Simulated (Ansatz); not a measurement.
Pd₄⁺, relaxed as a doublet with UKS B3LYP-D4/def2-SVP in Ansatz, starting from the GFN2-xTB geometry. Force threshold 0.02 eV/Å.

In the def2 sets Pd takes a core potential; there is no spin–orbit coupling. The charge 1 doublet is spin-contaminated (final ⟨S²⟩ up to 1.77, 0.75 for a pure state). The structure comes from a short search, and lower isomers may exist.

Start:

```xyz
4

Pd    0.570   -1.198    0.952
Pd    0.791   -0.107   -1.359
Pd   -1.590   -0.283   -0.002
Pd    0.228    1.588    0.409
```

Estimate the energy that the relaxation releases and the steps that it takes.

4.0 kcal/mol, in 4 steps; 62 s on 2 threads of Intel Xeon Platinum 8259CL on a shared host. No frequencies were taken in this run, so the end may be a saddle point.

Does the start keep its bonding and symmetry?

By distances, no bond broke or formed. The bond that changes most is Pd1–Pd4, from 2.86 to 2.60 Å (atoms count from 1). The end is the same structure that another start reached, the lowest one found.

Predict the relaxed structure.


Cartesian coordinates in Å:
```
Pd 0.630 -1.050 1.016
Pd 0.684 -0.167 -1.427
Pd -1.565 -0.258 -0.128
Pd 0.251 1.475 0.539
```
Bond lengths (bridged metal pairs left out): 6 × Pd–Pd 2.60 Å.
